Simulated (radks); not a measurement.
Dispersion coefficients C6 (hartree bohr^6) between ground-configuration atoms and ions, from the Casimir-Polder integral (3/pi) of alpha_A(iw) alpha_B(iw). Method: non-relativistic Kohn-Sham, LDA (Slater exchange, VWN5 correlation), spin-polarised, spherical densities, point nucleus; open shells are filled with parallel spins first (spin-orbit coupling, left out, can overturn this in heavy ions); computed with a radial shooting solver on a logarithmic mesh with Libxc functionals. Response by self-consistent Sternheimer equations with the Hartree and adiabatic LDA kernel. For heavy and open-shell atoms this level of theory can miss by tens of per cent.

C6       Ni    Mo+     Ru     Ti      F   Sb2+   Cl2+
Ni    366.7
Mo+   211.9  135.1
Ru    463.2  268.6  588.1
Ti    626.2  343.4  795.4   1108
F     54.81  37.97  69.83  84.69  11.35
Sb2+  183.1  118.1  231.5  293.3  33.47  103.7
Cl2+  75.85  51.88  96.36  117.7  15.32  45.70  20.83

Static polarisabilities (bohr^3): Ni ([Ar] 3d8 4s2) 46.25, Mo+ ([Kr] 4d5) 20.84, Ru ([Kr] 4d7 5s1) 63.38, Ti ([Ar] 3d2 4s2) 97.91, F ([He] 2s2 2p5) 4.204, Sb2+ ([Kr] 4d10 5s2 5p1) 16.52, Cl2+ ([Ne] 3s2 3p3) 5.861. The combination rule 2 Ca Cb / ((alpha_b/alpha_a) Ca + (alpha_a/alpha_b) Cb) gives 15.37 for F-Cl2+, against 15.32 from the integral.
